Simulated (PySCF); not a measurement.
## Se: ionisation energy

Se [Ar] 3d10 4s2 4p4 (3P) → Se⁺ [Ar] 3d10 4s2 4p3 (4S), as a difference of total energies. Computed with PySCF 2.14 in cc-pVDZ-DK, with scalar relativity by spin-free X2C-1e. Correlated levels: valence: [Ar] 3d10 frozen. The calculations carry no spin-orbit coupling.

| method | ionisation energy (eV) |
| --- | --- |
| UHF | 8.504 |
| PBE | 9.561 |
| r2SCAN | 9.647 |
| MP2 (valence) | 8.907 |
| SCS-MP2 (valence) | 8.927 |
| CCSD (valence) | 8.927 |
| CCSD(T) (valence) | 8.933 |

Errors of the correlated levels include the incompleteness of this basis and the frozen core.

Which method comes closest to the reference value, and which is furthest?

The reference is 9.635 eV (measured; NIST levels, between the centres of gravity of the two terms). Closest: r2SCAN (error 0.012 eV); furthest: UHF (error -1.131 eV).
